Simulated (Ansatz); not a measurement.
AsO+, closed-shell singlet (lowest of 2S+1 = 1, 3, 5 at CCSD(T)/def2-TZVPP on PBE0 minima; our sources give no spin for the ground state, which may be another), most abundant isotopes (15.9949 and 74.9216 u). Constants from fifth-degree fits in 1/R to seven points on the lowest solution found; no spin–orbit coupling, no relativity up to Kr; ω_e x_e and α_e move by some per cent with the fit.

Correlated levels freeze the inner cores; with def2 sets outer-core shells near the valence are correlated too. CBS(a, b) extrapolates the correlation energy as X⁻³ and adds the Hartree–Fock energy of set b.

Programs: Ansatz (Gaussian orbitals). Each number belongs to the level named beside it.

```json
[
 {"level": "PBE/def2-TZVPP", "r_e (Å)": "1.5837", "ω_e (cm⁻¹)": "1095.3", "ω_e x_e (cm⁻¹)": "4.35", "α_e (cm⁻¹)": "0.00295"},
 {"level": "CCSD(T)/CBS(def2-TZVPP, def2-QZVPP)", "r_e (Å)": "1.5671", "ω_e (cm⁻¹)": "1117.8", "ω_e x_e (cm⁻¹)": "4.98", "α_e (cm⁻¹)": "0.00319"}
]
```

Q: Derive the rotational constants, the centrifugal constant, the fundamental, the zero-point energy and the force constant.

A: 
μ = 13.18093 u.
- PBE/def2-TZVPP: B_e = 16.8576/(μ r_e²) = 0.50989 cm⁻¹; B₀ = B_e − α_e/2 = 0.50842 cm⁻¹; D = 4B_e³/ω_e² = 4.42e-07 cm⁻¹; fundamental ω_e − 2ω_e x_e = 1087 cm⁻¹; zero-point energy ω_e/2 − ω_e x_e/4 = 547 cm⁻¹; k = μ(2πcω_e)² = 932 N/m; the line J = 1 ← 0 at 2B₀ = 30.48 GHz
- CCSD(T)/CBS(def2-TZVPP, def2-QZVPP): B_e = 16.8576/(μ r_e²) = 0.52075 cm⁻¹; B₀ = B_e − α_e/2 = 0.51916 cm⁻¹; D = 4B_e³/ω_e² = 4.52e-07 cm⁻¹; fundamental ω_e − 2ω_e x_e = 1108 cm⁻¹; zero-point energy ω_e/2 − ω_e x_e/4 = 558 cm⁻¹; k = μ(2πcω_e)² = 970 N/m; the line J = 1 ← 0 at 2B₀ = 31.13 GHz

Doubts at one or more of the structures used: a restricted determinant that unrestricted orbitals would lower (CCSD(T)/CBS(def2-TZVPP, def2-QZVPP)).

Ansatz is an electronic-structure program.
